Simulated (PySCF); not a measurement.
## Sr: excitation energy

Sr [Kr] 5s2 (1S) → Sr [Kr] 4d2 (3F), as a difference of total energies. Computed with PySCF 2.14 in dyall-ae2z, with scalar relativity by spin-free X2C-1e. Correlated levels: valence and next inner shell: [Ar] 3d10 frozen; virtual orbitals above 40 to 60 times the deepest correlated orbital energy dropped. The calculations carry no spin-orbit coupling.

```tsv
method	excitation energy (eV)
UHF	5.641
MP2 (valence and next inner shell)	6.805
SCS-MP2 (valence and next inner shell)	6.819
CCSD (valence and next inner shell)	6.791
CCSD(T) (valence and next inner shell)	6.843
```

Task: How much does correlation contribute at CCSD(T) (valence and next inner shell)?

Result: 6.843 − (5.641) = 1.202 eV, measured against UHF.

The upper state lies above the first ionisation limit, where it may autoionise and the basis confines it.
